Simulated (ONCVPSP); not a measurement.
# Pseudopotential generation for S (Z = 16): ONCV, PBE, scalar-relativistic.

Input for ONCVPSP 4.0.1:

```
# ATOM AND REFERENCE CONFIGURATION
# atsym  z   nc   nv     iexc    psfile
  S 16.00    3    2        4      upf
#
#   n    l    f
    1    0    2.00
    2    0    2.00
    2    1    6.00
    3    0    1.00
    3    1    5.00
#
# PSEUDOPOTENTIAL AND OPTIMIZATION
# lmax
    2
#
#   l,   rc,      ep,       ncon, nbas, qcut
    0    1.25    0.00    4    8    5.00
    1    1.30    0.00    4    9    7.60
    2    1.40    0.14    4    8    6.40
#
# LOCAL POTENTIAL
# lloc, lpopt,  rc(5),   dvloc0
    0    5    1.25    0.00
#
# VANDERBILT-KLEINMAN-BYLANDER PROJECTORs
# l, nproj, debl
    0    0    3.20
    1    2    3.10
    2    3    1.20
#
# MODEL CORE CHARGE
# icmod, fcfact, rcfact
    3    3.25    1.20
#
# LOG DERIVATIVE ANALYSIS
# epsh1, epsh2, depsh
   -2.00    5.00    0.02
#
# OUTPUT GRID
# rlmax, drl
    6.00    0.01
#
# TEST CONFIGURATIONS
# ncnf
    4
# nvcnf
#   n    l    f
    2
    3    0    2.00
    3    1    4.00
#
    2
    3    0    2.00
    3    1    3.00
#
    2
    3    0    2.00
    3    1    2.00
#
    2
    3    0    2.00
    3    1    3.50
#
```

Command:

```bash
oncvpsp.x < S.dat > S.out
```

The program printed (shortened: citation, most of the input echo, consistency checks and plot data are left out):

```
ONCVPSP  (Optimized Norm-Conservinng Vanderbilt PSeudopotential)
scalar-relativistic version 4.0.1

#   n    l    f        energy (Ha)
    1    0    2.00    -8.8470652E+01
    2    0    2.00    -7.8331325E+00
    2    1    6.00    -5.8039557E+00
    3    0    1.00    -6.5900997E-01
    3    1    5.00    -2.7783898E-01

Reference configufation results
  iterations    24
  all-electron total energy (Ha)   -3.98666981D+02

Begin loop to  construct optimized pseudo wave functions
and semi-local pseudopoentials for all angular momenta

Calculating optimized projector #   1

 for l=   0

    Fraction of norm inside rc  0.259992
    Optimizing pswf for qcut=   5.01 a_B^-1,  ecut=  12.54 Ha
    Residual kinetic energy error=  1.01D-03 Ha

    Energy error per electron        Cutoff
         Ha          eV             Ha
         0.01000     0.27211        8.88
         0.00100     0.02721       12.57
         0.00010     0.00272       32.77
         0.00001     0.00027       76.30

   Wellstate for l =  1  n =  5
     eigenvalue =   2.8222
     asymptotic potential =   3.3222
     half-point radius =  3.2167

Calculating optimized projector #   1

 for l=   1

    Fraction of norm inside rc  0.190705
    Optimizing pswf for qcut=   7.60 a_B^-1,  ecut=  28.90 Ha
    Residual kinetic energy error=  3.94D-05 Ha

    Energy error per electron        Cutoff
         Ha          eV             Ha
         0.01000     0.27211        4.07
         0.00100     0.02721        6.07
         0.00010     0.00272       17.82
         0.00001     0.00027      128.98

Calculating optimized projector #   2

 for l=   1

    Fraction of norm inside rc  0.097031
    Optimizing pswf for qcut=   7.60 a_B^-1,  ecut=  28.90 Ha
    Residual kinetic energy error=  3.33D-03 Ha

    Energy error per electron        Cutoff
         Ha          eV             Ha
         0.01000     0.27211        7.58
         0.00100     0.02721       88.43
         0.00010     0.00272      201.26
         0.00001     0.00027      248.18

   Wellstate for l =  2  n =  3
     eigenvalue =   0.1400
     asymptotic potential =   0.6400
     half-point radius =  9.1905

   Wellstate for l =  2  n =  4
     eigenvalue =   1.3400
     asymptotic potential =   1.8400
     half-point radius =  3.4967

   Wellstate for l =  2  n =  5
     eigenvalue =   2.5400
     asymptotic potential =   3.0400
     half-point radius =  3.6650

Calculating optimized projector #   1

 for l=   2

    Fraction of norm inside rc  0.046099
    Optimizing pswf for qcut=   6.41 a_B^-1,  ecut=  20.53 Ha
    Residual kinetic energy error=  3.93D-04 Ha

    Energy error per electron        Cutoff
         Ha          eV             Ha
         0.01000     0.27211        9.76
         0.00100     0.02721       17.49
         0.00010     0.00272       42.90
         0.00001     0.00027      113.17

Calculating optimized projector #   2

 for l=   2

    Fraction of norm inside rc  0.209562
    Optimizing pswf for qcut=   6.41 a_B^-1,  ecut=  20.53 Ha
    Residual kinetic energy error=  5.45D-03 Ha

    Energy error per electron        Cutoff
         Ha          eV             Ha
         0.01000     0.27211       18.69
         0.00100     0.02721       26.23
         0.00010     0.00272       69.69
         0.00001     0.00027      149.67

Calculating optimized projector #   3

 for l=   2

    Fraction of norm inside rc  0.132717
    Optimizing pswf for qcut=   6.41 a_B^-1,  ecut=  20.53 Ha
    Residual kinetic energy error=  1.19D-02 Ha

    Energy error per electron        Cutoff
         Ha          eV             Ha
         0.01000     0.27211       21.07
         0.00100     0.02721       28.03
         0.00010     0.00272       77.71
         0.00001     0.00027      126.64

Construct Vanderbilt / Kleinmman-Bylander projectors

B matrix Hermiticity error, ll=   1
   1   2   -1.5271E-04

  Orthonormal projector coefficients  2.2010E+01 -3.5870E+00

B matrix Hermiticity error, ll=   2
   1   2    2.0327E-05
   1   3   -3.8272E-05
   2   3    5.2497E-05

  Orthonormal projector coefficients -9.3653E+01 -9.9270E+00 -3.0250E+00

Model core correction analysis
  based on d2Exc/dn_idn_j

d2excae - all-electron derivatives

   -3.675280D-02   -2.979551D-02
   -2.979658D-02   -2.732108D-02

d2excps - pseudofunction derivatives with no core correction

   -3.901862D-02   -3.139232D-02
   -3.139438D-02   -2.832257D-02

rms 2nd derivative error    1.676285E-03

rmatch, rhocmatch    0.9302    1.8384

Teter function model core charge with specified parameters

d2excps - pseudofunction derivatives with core correction

   -3.766279D-02   -3.047788D-02
   -3.048016D-02   -2.772045D-02

rms 2nd derivative error    6.929070E-04

Pseudoatom total energy   -9.715987

Diagnostic tests using Vanderbilt-Kleinman-Bylander pseudopotentials
  1 or more projectors used as specified by nproj input data

   l    rcore       rmatch      e in        delta e   norm test  slope test

   0   1.2545034   1.2925929  -0.6590100  -0.0000042   1.0000018   0.9999812

   1   1.3003484   1.3398298  -0.2778390   0.0000046   1.0000387   1.0000248
   1   1.3003484   1.3398298   2.8221610   0.0000152   1.0001970   1.0001970

   2   1.4055085   1.4481828   0.1400000   0.0000121   1.0000669   1.0000669
   2   1.4055085   1.4481828   1.3400000   0.0000144   1.0001092   1.0001092
   2   1.4055085   1.4481828   2.5400000   0.0000032   1.0001693   1.0001693

 Testing for bound ghosts
   n   l    E NL Schr. Eq   E Basis Diag.   E Cutoff

   2   1       -0.277834       -0.232997    232.27

 Testing for highly-localized positive-energy ghosts
       l    <radius>/rc     E Basis Diag.   E Cutoff

       2        0.571494        8.989576    223.16  WARNING - GHOST(+)

       2        0.671574       82.481283    223.16  WARNING - GHOST(+)

Test configuration 0

   n   l     f        eae           eps        diff
   1   0  2.0000  -88.47065181
   2   0  2.0000   -7.83313254
   2   1  6.0000   -5.80395573
   3   0  1.0000   -0.65900997   -0.65901416   -4.19D-06
   3   1  5.0000   -0.27783898   -0.27783440    4.58D-06

    Total energies and differences
      AE_ref= -3.98666981D+02  AE_tst= -3.98666981D+02  dif=  0.00D+00
      PS_ref= -9.71598747D+00  PS_tst= -9.71598747D+00  dif= -1.24D-14
      PSP excitation error=  1.24D-14

Test configuration 1

   n   l     f        eae           eps        diff
   1   0  2.0000  -88.41652986
   2   0  2.0000   -7.78014389
   2   1  6.0000   -5.75147815
   3   0  2.0000   -0.63416348   -0.63420684   -4.34D-05
   3   1  4.0000   -0.25756665   -0.25759171   -2.51D-05

    Total energies and differences
      AE_ref= -3.98666981D+02  AE_tst= -3.99045897D+02  dif= -3.79D-01
      PS_ref= -9.71598747D+00  PS_tst= -1.00949261D+01  dif= -3.79D-01
      PSP excitation error=  2.26D-05

Test configuration 2

   n   l     f        eae           eps        diff
   1   0  2.0000  -88.85691563
   2   0  2.0000   -8.21160838
   2   1  6.0000   -6.18387562
   3   0  2.0000   -1.01539259   -1.01529759    9.50D-05
   3   1  3.0000   -0.61723853   -0.61715847    8.01D-05

    Total energies and differences
      AE_ref= -3.98666981D+02  AE_tst= -3.98613400D+02  dif=  5.36D-02
      PS_ref= -9.71598747D+00  PS_tst= -9.66240482D+00  dif=  5.36D-02
      PSP excitation error= -1.66D-06

Test configuration 3

   n   l     f        eae           eps        diff
   1   0  2.0000  -89.38912480
   2   0  2.0000   -8.72563029
   2   1  6.0000   -6.69971000
   3   0  2.0000   -1.44776377   -1.44714008    6.24D-04
   3   1  2.0000   -1.02822291   -1.02761215    6.11D-04

    Total energies and differences
      AE_ref= -3.98666981D+02  AE_tst= -3.97794495D+02  dif=  8.72D-01
      PS_ref= -9.71598747D+00  PS_tst= -8.84374082D+00  dif=  8.72D-01
      PSP excitation error=  2.39D-04

Test configuration 4

   n   l     f        eae           eps        diff
   1   0  2.0000  -88.62439877
   2   0  2.0000   -7.98459843
   2   1  6.0000   -5.95629888
   3   0  2.0000   -0.81739696   -0.81740152   -4.56D-06
   3   1  3.5000   -0.43009956   -0.43010322   -3.66D-06

    Total energies and differences
      AE_ref= -3.98666981D+02  AE_tst= -3.98874653D+02  dif= -2.08D-01
      PS_ref= -9.71598747D+00  PS_tst= -9.92366047D+00  dif= -2.08D-01
      PSP excitation error=  7.54D-07
```

The run took about 2.9 s on one core of a shared server CPU.
